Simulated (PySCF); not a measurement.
BBr2HO.

```xyz
5

B      0.6482    -0.0105     0.0000
Br    -0.3211     1.6541     0.0000
Br    -0.2932    -1.6692     0.0000
O      1.9842    -0.0329     0.0000
H      2.3849     0.8448     0.0000
```
Charge 0, spin multiplicity 1.

Geometry optimised at PBE0-D3(BJ)/def2-SVP. One conformer was computed; it need not be the lowest.

Calculation: KT2/pcSseg-1 (PySCF). Non-relativistic, no solvent.

Computed absolute GIAO shielding of each atom: isotropic value and principal components (ppm):
```json
[
 {"atom": "B1", "σ(iso)": "62.0", "σ11": "52.4", "σ22": "59.9", "σ33": "73.7", "span": "21.3"},
 {"atom": "Br2", "σ(iso)": "2201.4", "σ11": "1756.3", "σ22": "2101.8", "σ33": "2746.0", "span": "989.7"},
 {"atom": "Br3", "σ(iso)": "2247.6", "σ11": "1777.7", "σ22": "2248.1", "σ33": "2716.9", "span": "939.3"},
 {"atom": "O4", "σ(iso)": "119.8", "σ11": "-16.6", "σ22": "175.4", "σ33": "200.6", "span": "217.1"},
 {"atom": "H5", "σ(iso)": "25.4", "σ11": "20.0", "σ22": "23.0", "σ33": "33.2", "span": "13.2"}
]
```
